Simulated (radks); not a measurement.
Coulomb parameter of the 4f shell of the ytterbium ion Yb+ in the model configuration [Xe] 4f13 5d1 6s1, as a second difference U = [E(n + 0.25) + E(n - 0.25) - 2 E(n)] / (0.25)^2 with all orbitals relaxed. "Bare": the charge of the atom changes with n. "Screened": the 5d shell takes up the change at fixed total charge, which measures U(4f,4f) + U(5d,5d) - 2 U(4f,5d). All-electron calculation, Dirac Kohn-Sham, PBE, spin-unpolarised, spherical densities, point nucleus; open shells are shared between the two j in proportion to 2j + 1. Program: a radial shooting solver on a logarithmic mesh with Libxc functionals.

[
 {"case": "start", "configuration": "[Xe] 4f13 5d1 6s1", "E - E(n) (eV)": "0.000"},
 {"case": "bare +0.25", "configuration": "[Xe] 4f13.25 5d1 6s1", "E - E(n) (eV)": "-3.560"},
 {"case": "bare -0.25", "configuration": "[Xe] 4f12.75 5d1 6s1", "E - E(n) (eV)": "4.573"},
 {"case": "screened +0.25", "configuration": "[Xe] 4f13.25 5d0.75 6s1", "E - E(n) (eV)": "-1.898"},
 {"case": "screened -0.25", "configuration": "[Xe] 4f12.75 5d1.25 6s1", "E - E(n) (eV)": "2.239"}
]

U(bare) = 16.211 eV, U(screened by 5d) = 5.457 eV, against the Slater integral F0(4f,4f) = 34.239 eV with frozen orbitals.
